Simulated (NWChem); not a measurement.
Molecule: KOH; SMILES [OH][K]

```xyz
3

K     -0.1062    -0.8193     0.0000
O      0.2199     1.3872     0.0000
H      0.3608     2.3416     0.0000
```
Atoms are numbered in this order, from 1.

Computed with NWChem. STO-3G and 3-21G are far too small for this property and stand as cheap habits. The geometry was optimised at B3LYP/6-31G* (spherical d). GIAO values for the isolated, static molecule; σ is the absolute isotropic shielding, δ = σ(reference) − σ with the isolated reference molecule computed at the same levels (1H: tetramethylsilane, 17O: water).

```tsv
level	σ K1 (ppm)	δ O2 (ppm)	δ H3 (ppm)	relative time
KT2/pcSseg-1	1263.0	12.0	-2.04	10
BHandHLYP/pcSseg-1	1277.1	-2.8	-1.70	10
LDA (Slater exchange, VWN5)/pcSseg-1	1251.7	24.9	-1.44	8
PBE0/pcSseg-1	1270.6	6.8	-1.80	10
Hartree-Fock/STO-3G	1258.4	-203.7	-11.76	1
```

The last column is a rough cost ratio, cheapest run = 1.
